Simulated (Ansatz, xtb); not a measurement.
# Relative energy of two isomers of Cl3H3SiSn

Structure X is `Cl[SiH2][SnH]([Cl])[Cl]`, a singlet and structure Y is `[SiH3][Sn]([Cl])([Cl])[Cl]`, a singlet. Both are isolated molecules in the gas phase, relaxed with PBE0-D4/def2-SVP, each in the lowest conformer that the search found.

X (Å):

```xyz
8

Cl   -1.4384    0.7558   -0.7502
Cl    0.7918    3.8972   -3.3051
Cl    3.6497    3.3523   -0.9126
Si    0.1273    1.8622    0.0280
Sn    1.7797    2.3020   -1.8877
H     0.7923    1.0850    1.1097
H    -0.3771    3.1648    0.5384
H     2.3719    1.0541   -2.8920
```

Y (Å):

```xyz
8

Cl    2.8618   -0.6533    0.4051
Cl    0.8137   -0.8457   -2.7221
Cl    1.3121    2.4458   -1.0109
Si   -1.1842   -0.2409    0.7914
Sn    0.9225    0.1711   -0.6158
H    -0.9855    0.4541    2.0928
H    -1.3131   -1.7134    0.9683
H    -2.3351    0.3252    0.0356
```

Q: Which of the two would you expect CCSD(T)/def2-SVP + ΔMP2/def2-TZVPP electronic energies to favour?

A: Structure Y; the calculation gives E(Y) − E(X) = −9.0 kJ/mol.

Level by level:

| level | geometry | E(Y) − E(X) (kJ/mol) | departure from the last row (kJ/mol) | job, with rough time for the two |
| --- | --- | --- | --- | --- |
| GFN2-xTB | GFN2-xTB | −31.4 | −22.4 | optimisation, 0.33 s |
| HF/STO-3G | GFN2-xTB | −79.2 | −70.1 | single point, 2.1 s |
| r2SCAN-D4/def2-SVP | GFN2-xTB | −28.2 | −19.2 | single point, 5.8 s |
| PBE0-D4/def2-SVP | PBE0-D4/def2-SVP | −13.7 | −4.6 | optimisation, 89 s |
| HF/def2-SVP | PBE0-D4/def2-SVP | −16.1 | −7.1 | part of the CCSD(T) run |
| MP2/def2-SVP | PBE0-D4/def2-SVP | −19.2 | −10.1 | part of the CCSD(T) run |
| CCSD(T)/def2-SVP | PBE0-D4/def2-SVP | −19.1 | −10.0 | single point |
| CCSD(T)/def2-SVP + ΔMP2/def2-TZVPP | PBE0-D4/def2-SVP | −9.0 |  | single point, 69 s |

As drawn, Y has 1 Cl–Sn, 1 Si–H in place of 1 Cl–Si, 1 Sn–H.

The levels shown agree on the order. The largest departure from CCSD(T)/def2-SVP + ΔMP2/def2-TZVPP is that of HF/STO-3G, 70.1 kJ/mol. A small imaginary or near-zero mode remains, so no thermal terms are given. The last row adds to CCSD(T) the change of the MP2 difference between the two basis sets, here +10.0 kJ/mol.

The correlated steps freeze 24 core orbitals; the filled d shell of Sn is correlated, in a basis made for valence electrons. Atoms past krypton carry core potentials in the def2 sets, other sets are all-electron and non-relativistic, and no spin–orbit term is included. Codes used: Ansatz 0.2.0, xtb 6.7.1; the last row on 2 threads of Intel(R) Xeon(R) Platinum 8259CL CPU @ 2.50GHz (Skylake/Cascade Lake) on a shared host.
